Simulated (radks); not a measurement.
Results of a calculation; reference values are marked as such.
Tc, configuration [Kr] 4d5 5s1 6f1 (not the ground configuration).

Level of theory: Dirac Kohn-Sham, LDA (Slater exchange, Perdew-Wang correlation), spin-unpolarised, spherical densities, point nucleus; open shells fill j = l - 1/2 first (a radial shooting solver on a logarithmic mesh with Libxc functionals).

Energy parts (hartree):
part                        energy
total                  -4281.66520
kinetic                 4446.42981
electron-nucleus      -10340.93079
Hartree                 1736.72552
exchange-correlation    -123.88974

Orbitals (lengths in bohr, moments of r in powers of bohr; r(90%) holds 90 % of the orbital's charge):
| orbital | occ. | eigenvalue (hartree) | <1/r> | <r^4> | <r^2> | r(90%) |
|---|---|---|---|---|---|---|
| 1s1/2 | 2 | -765.7301 | 44.66 | 6.542e-06 | 0.001589 | 0.0615 |
| 2s1/2 | 2 | -109.4582 | 10.19 | 0.001200 | 0.02637 | 0.231 |
| 2p1/2 | 2 | -101.0212 | 10.17 | 0.0007927 | 0.01985 | 0.208 |
| 2p3/2 | 4 | -96.68265 | 9.663 | 0.0008923 | 0.02121 | 0.214 |
| 3s1/2 | 2 | -19.24613 | 3.502 | 0.06086 | 0.1983 | 0.615 |
| 3p1/2 | 2 | -16.00140 | 3.405 | 0.06229 | 0.1954 | 0.619 |
| 3p3/2 | 4 | -15.27531 | 3.281 | 0.06872 | 0.2055 | 0.635 |
| 3d3/2 | 4 | -9.51231 | 3.101 | 0.06922 | 0.1896 | 0.634 |
| 3d5/2 | 6 | -9.37260 | 3.069 | 0.07144 | 0.1928 | 0.639 |
| 4s1/2 | 2 | -2.94040 | 1.302 | 2.435 | 1.267 | 1.54 |
| 4p1/2 | 2 | -1.98842 | 1.180 | 3.678 | 1.520 | 1.71 |
| 4p3/2 | 4 | -1.87846 | 1.143 | 4.098 | 1.603 | 1.75 |
| 4d3/2 | 4 | -0.49808 | 0.8081 | 22.65 | 3.367 | 2.67 |
| 4d5/2 | 1 | -0.48718 | 0.7985 | 23.76 | 3.446 | 2.70 |
| 5s1/2 | 1 | -0.39852 | 0.4260 | 163.0 | 10.29 | 4.42 |
| 6f5/2 | 1 | -0.01067 | 0.03185 | 6133000 | 2159 | 59.8 |
| 6f7/2 | 0 | -0.01067 | 0.03185 | 6133000 | 2159 | 59.8 |

The highest occupied level is 6f5/2 at -0.290 eV. Summed over all electrons, <r^2> = 2202 bohr^2, which gives a Langevin (diamagnetic) susceptibility term of -1.74e+03 x 10^-6 cm^3/mol.
